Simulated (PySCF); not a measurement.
Te²⁺: excitation energy

Te²⁺ [Kr] 4d10 5s2 5p2 (3P) → Te²⁺ [Kr] 4d10 5s2 5p1 6s1 (3P), as a difference of total energies. Computed with PySCF 2.14 in aug-cc-pVTZ-DK3, with scalar relativity by spin-free X2C-1e. Correlated levels: valence: [Kr] 4d10 frozen. The calculations carry no spin-orbit coupling.

```json
{"method": "UHF", "excitation energy (cm⁻¹)": "105180"}
{"method": "LDA", "excitation energy (cm⁻¹)": "103800"}
{"method": "PBE", "excitation energy (cm⁻¹)": "102780"}
{"method": "PBE0", "excitation energy (cm⁻¹)": "104480"}
{"method": "PW91", "excitation energy (cm⁻¹)": "103130"}
{"method": "BP86", "excitation energy (cm⁻¹)": "103440"}
{"method": "MN15", "excitation energy (cm⁻¹)": "106810"}
{"method": "M06-L", "excitation energy (cm⁻¹)": "106950"}
{"method": "MP2 (valence)", "excitation energy (cm⁻¹)": "104980"}
{"method": "SCS-MP2 (valence)", "excitation energy (cm⁻¹)": "105110"}
```

A first-order spin-orbit estimate (lowest level to lowest level, LS coupling) adds -0.032 eV.

The promoted electron is Rydberg-like, and one or two diffuse shells describe it only roughly, which tends to raise the upper state.
